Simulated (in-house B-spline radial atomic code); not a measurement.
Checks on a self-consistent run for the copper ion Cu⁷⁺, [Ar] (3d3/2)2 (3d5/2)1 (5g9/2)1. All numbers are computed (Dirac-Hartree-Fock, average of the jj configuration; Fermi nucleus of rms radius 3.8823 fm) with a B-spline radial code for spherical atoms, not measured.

```csv
orbital,q,ε (Eh),<1/r>,<r²>,small-component weight
1s1/2,2,-339.69900,29.1584,0.00365404,0.010944
2s1/2,2,-48.89723,6.3984,0.064351,0.002096
2p1/2,2,-43.55919,6.31678,0.0508934,0.0020579
2p3/2,4,-42.74723,6.18465,0.0522231,0.002028
3s1/2,2,-11.54026,2.14047,0.503534,0.00052154
3p1/2,2,-9.76111,2.04141,0.522298,0.00048541
3p3/2,4,-9.52499,2.00469,0.534978,0.00047436
3d3/2,2,-6.95188,1.83187,0.533242,0.00040572
3d5/2,1,-6.91744,1.82371,0.537464,0.00040337
5g9/2,1,-1.28123,0.321101,12.8328,3.4314e-05
```

Electron-electron repulsion V_ee = 494.5086 hartree.

Question: What total energy follows from the eigenvalues?

Answer: The eigenvalues count the repulsion twice, so E = Σqε - V_ee = -1138.105 - 494.509 = -1632.613 hartree; the run printed -1632.613.

Question: Does the Dirac virial theorem hold?

Answer: For a point nucleus E = -2c²Σq·w, with w the small-component weight. Here Σq·w = 0.043469 and c = 137.0360, so the ratio E/(-2c²Σq·w) is 1.000009; the finite nucleus accounts for the departure from 1.

Question: What diamagnetic shielding (Lamb formula) and susceptibility (Langevin formula) do the radii give?

Answer: σ = (α²/3)Σq<1/r> = 130.677/(3·137.036²) = 2319.6 ppm, and χ = -0.79199×10⁻⁶·Σq<r²> = -15.11×10⁻⁶ cm³/mol with Σq<r²> = 19.075 bohr². Both are non-relativistic formulas without the paramagnetism of open shells.
